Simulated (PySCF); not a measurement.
A GIAO shielding run with PySCF (density fitting, non-relativistic, gas phase) on SMILES C=CC1=C(SC)[SiH2]C=C1, C$_{7}$H$_{10}$SSi:

```
$ OMP_NUM_THREADS=1 python probes_run.py task.json out

{"job": {"kind": "nmr", "xc": "PBE0", "basis": "pcSseg-1"}, "charge": 0, "multiplicity": 1}
C     -2.938600    -1.600157    -0.419233
C     -1.621531    -1.443656    -0.308266
C     -0.912541    -0.205547    -0.075369
C      0.446005    -0.125730     0.028812
S      1.480781    -1.518012    -0.088376
C      3.124433    -0.763632     0.066600
Si     0.973643     1.676079     0.318933
C     -0.830160     2.165249     0.261216
C     -1.589095     1.078862     0.059973
H     -3.635719    -0.784068    -0.336014
H     -3.370922    -2.569172    -0.600291
H     -0.978967    -2.312122    -0.400439
H      3.285746    -0.067859    -0.750792
H      3.842846    -1.575848     0.012238
H      3.206804    -0.255412     1.022148
H      1.626966     1.853515     1.617473
H      1.797606     2.189434    -0.777405
H     -1.251224     3.150407     0.368321
H     -2.665875     1.116919    -0.006991
```

Hardware: 1 thread of an Arm Neoverse N1, shared host. The job also computes population analyses, field gradients, ring-centre shieldings.

(1) How large is the calculation?

(2) How long does it take, and how much memory does it need?

Answers

(1) 82 electrons, 217 basis functions and 1167 auxiliary functions.

(2) 110 s of wall time, with 14 SCF cycles and 5 response iterations; peak memory 0.96 GiB. Times on a shared host scatter by some tens of per cent.
